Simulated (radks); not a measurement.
Results of a calculation; reference values are marked as such.
Kinetic energies: the exact non-interacting value of the Kohn-Sham orbitals and orbital-free approximations, as 100 (|E| - |E exact|)/|E exact|, negative where the magnitude is too small. Species: Kr3+ [Ar] 3d10 4s2 4p3; Tc [Kr] 4d5 5s2; Sc10+ [Ne] 3s1; C4+ [He]; Pb3+ [Xe] 4f14 5d10 6s1. Code: a radial shooting solver on a logarithmic mesh with Libxc functionals. Model: non-relativistic Kohn-Sham, PBE, spin-polarised, spherical densities, point nucleus. Every spin shell is full or empty, so the densities are truly spherical. Functionals are evaluated on that one density, not self-consistently.

functional,Kr3+,Tc,Sc10+,C4+,Pb3+
exact (hartree),2749.23,4204.49,722.500,32.2982,19521.5
Thomas-Fermi,-5.88,-5.53,-6.89,-8.97,-4.58
von Weizsacker,-53.56,-56.30,-40.67,0.00,-64.89
TF + vW,+40.55,+38.17,+52.44,+91.03,+30.54
TF + vW/9,-0.72,-0.67,-0.30,+2.14,-0.67
TF + vW/5,+3.40,+3.21,+4.98,+11.03,+2.45
LC94,+0.03,+0.08,+0.37,+1.69,+0.03
APBEK,+0.11,+0.14,+0.48,+1.55,+0.05
revAPBEK,+0.33,+0.34,+0.82,+2.44,+0.19
Perdew 92,-0.71,-0.66,-0.28,+2.16,-0.67
Thakkar,-0.48,-0.51,+0.11,+1.91,-0.78
Pearson,-1.08,-0.96,-1.29,-2.86,-0.83
PG1,+17.26,+16.04,+24.50,+54.33,+12.29
DePristo-Kress,-0.08,-0.06,+0.34,+2.21,-0.19
Ernzerhof,-0.38,-0.37,+0.41,+5.89,-0.47
